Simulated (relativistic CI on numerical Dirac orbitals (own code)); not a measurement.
## Pt LXVII: sensitivity of the levels to the model

Base calculation: Dirac-Coulomb-Breit CI, orbitals from a KLI potential per configuration, model QED, unscaled Slater integrals.

Configurations in the expansion (outside the closed core [Ne]): 3s², 3s3p, 3p², 3s3d, 3d², 3p3d, 3p4s, 3d4s, 3s4s, 3s4p, 3s4d, 3s4f, 3s5s, 3s5p, 3s5d, 4s², 3s5f, 3s5g, 3s6s, 3s6p, 3s6d. Levels of other configurations are missing.

The lowest level and the first level of each name with at least 55 % of one term (blank where a level has no safe partner in the second run):

```tsv
Level	Base (eV)	Shift (eV)
3s² ¹S0	0.00	0.00
3s3p ³P°0	151.90	-3.76
3s3p ³P°1	169.15	-2.96
3p² ³P0	362.91	-5.34
3s3p ³P°2	626.38	-3.63
3s3p ¹P°1	666.71	-1.24
3p² ³P1	821.85	-3.62
3s3d ³D1	855.31	-4.19
3s3d ³D2	870.70	-12.04
3s3d ³D3	961.53	-4.20
3s3d ¹D2	980.22	-7.51
3p3d ³F°2	1018.82	-4.19
3p² ³P2	1303.94	-4.83
3p² ¹S0	1324.84	-2.03
3p3d ³P°0	1518.76	-4.58
3p3d ³P°1	1519.31	-4.55
3p3d ³F°4	1601.45	-4.14
3p3d ³D°3	1634.14	-4.00
3p3d ¹P°1	1648.21	-6.12
3d² ³F2	1725.49	-4.60
3d² ³P0	1754.63	-5.83
3d² ³F3	1826.98	-4.23
```

At this charge energies of transitions that change n are usually good to better than 1 %, and those within a shell (Δn = 0) to a few per cent.

**Question.** One thing was changed in a second run, which moved the levels as shown. Which?
A. QED terms removed
B. P86 correlation estimate
C. configuration mixing switched off
D. Breit term removed

**Answer.** C. Configuration mixing switched off. Without mixing, levels that were pushed by configurations of the same parity and J return to their single-configuration places.

LS names give the leading component of a level, which can be under half, so a name can repeat, a term be missing and a line seem to break the LS rules.
